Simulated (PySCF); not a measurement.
## `N#Cc1cc(-c2cccs2)n2ccccc12`, C$_{13}$H$_{8}$N$_{2}$S

Geometry:
```
atom   x (Å)   y (Å)   z (Å)
  N1  -3.120  -3.597   0.801
  C2  -2.393  -2.729   0.609
  C3  -1.508  -1.673   0.375
  C4  -0.111  -1.735   0.332
  C5   0.387  -0.462   0.072
  C6   1.779  -0.134  -0.044
  C7   2.814  -1.028   0.084
  C8   4.087  -0.451  -0.075
  C9   4.035   0.881  -0.325
 S10   2.418   1.457  -0.370
 N11  -0.689   0.385  -0.045
 C12  -0.748   1.720  -0.295
 C13  -1.947   2.357  -0.368
 C14  -3.153   1.648  -0.185
 C15  -3.105   0.305   0.066
 C16  -1.863  -0.336   0.137
 H17   0.471  -2.623   0.476
 H18   2.669  -2.073   0.287
 H19   5.004  -1.008  -0.006
 H20   4.837   1.573  -0.487
 H21   0.183   2.243  -0.431
 H22  -1.970   3.416  -0.567
 H23  -4.095   2.168  -0.246
 H24  -3.996  -0.286   0.213
```

The calculation used quadratic response PBE0/def2-SVPD first hyperpolarisability, Taylor convention, gas phase in PySCF 2.14.0. Geometry: GFN2-xTB.

Q: Give the tensor of the static β(0;0,0) in the axes of these coordinates.

A: In au, Taylor convention; rows are the first index (the induced dipole):
```csv
,xx,yy,zz,xy,xz,yz
x,-1144.1,+438.0,-13.2,-442.8,+126.6,-71.8
y,-442.8,+80.5,-48.2,+438.0,-71.8,-56.7
z,+126.6,-56.7,+35.5,-71.8,-13.2,-48.2
```
Norm of βᵢ = ⅓ Σⱼ (βᵢⱼⱼ + βⱼᵢⱼ + βⱼⱼᵢ): 834.9 au, hyper-Rayleigh value 546.4 au.
